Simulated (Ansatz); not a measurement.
propyne (C₃H₄), singlet, geometry from GFN2-xTB, with bond 5-3 at 1.25 times its length; Ansatz (a program for electronic structure) with HF/6-31G.

Input for Ansatz:
Ansatz 0.2 input:
```yaml
crystal:
  periodic: [false, false, false]
  atoms:
    - {symbol: C, position_ang: [0.00251601, -0.00427449, 0.21384286]}
    - {symbol: C, position_ang: [-0.01028846, -0.01351722, 1.40987627]}
    - {symbol: C, position_ang: [0.00901665, 0.01179166, -1.23156806]}
    - {symbol: H, position_ang: [-0.03481017, -0.01436157, 2.45813969]}
    - {symbol: H, position_ang: [-0.02186646, 1.29784372, -1.67991285]}
    - {symbol: H, position_ang: [0.90833899, -0.47377787, -1.60942938]}
    - {symbol: H, position_ang: [-0.86530420, -0.51649354, -1.61137288]}
basis:
  gaussian:
    orbitals: 6-31G
hamiltonian:
  xc: hf
```

Task: Predict the main parts of the log of this Ansatz run.

Result: 
```
Functional definition: HF
509 factors; integrals over basis functions are off by at most 2.1e-4 eV
mean field evaluation 1: about -3149.4254 eV, gradient 2.0e1 eV
mean field evaluation 2: about -3149.4320 eV, gradient 2.0e1 eV
mean field evaluation 4: about -3150.8202 eV, gradient 2.4e0 eV
mean field evaluation 8: about -3150.8378 eV, gradient 7.7e-3 eV
mean field -3150.83781281 eV, -115.7911539062 hartree, gradient 2.9e-5 eV, S^2 0.000000; 0 other end points of the search recorded, 0 dependent functions left out
reference -3150.83781281 eV, -115.7911539062 hartree; 11, 11 occupied and 24, 24 virtual orbitals, 509 factors
Total energy: -3150.83781281 eV, -115.7911539062 hartree
```
